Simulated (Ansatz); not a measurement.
Program: Ansatz. Geometries: PBE0-D4/def2-TZVP. ΔE: electronic, gas phase. CBS: MP2 limit from def2 TZ/QZ plus the TZ coupled-cluster correction, frozen cores. This one scheme is used for every species. DFT in def2-TZVPP. Each species was taken in one conformer, which may not be the lowest.

`[AlH2][CH2][SiH3]` + `C=C=C=N` → `C=C=C=[N][AlH2]` + `C[SiH3]`  (ligand exchange at the Al–C bond)

```
             level  ΔE (kJ/mol)
       LDA (SPW92)       -107.2
            PBE-D4       -103.8
            B97M-V       -112.2
        r2SCANh-D4       -110.6
          BHLYP-D4       -115.3
      CAM-B3LYP-D4       -113.9
           r2SCANh       -110.9
SCS-MP2/def2-TZVPP       -113.1
```

Task: What does CCSD(T)/CBS give? (Best estimate.)

Result: Computed: -104.2 kJ/mol. The listed levels differ from it by -3.0, 0.4, -8.0, -6.4, -11.1, -9.7, -6.7, -8.9 kJ/mol.

Largest T1 diagnostic among the species: 0.016.

Leaving LDA and LC-ωPBE aside and taking each functional with its dispersion term where it has one, the values, not all of them listed here, spread over 13.5 kJ/mol, from B2PLYP to revPBE-D4. In def2-TZVPP, CCSD(T) changes the Hartree–Fock value by +15.6 kJ/mol (the triples alone add +1.0 kJ/mol) and MP2 by +6.9 kJ/mol. At CCSD(T), def2-SVP lies −7.0 kJ/mol from the extrapolated value and def2-TZVPP −0.8 kJ/mol.
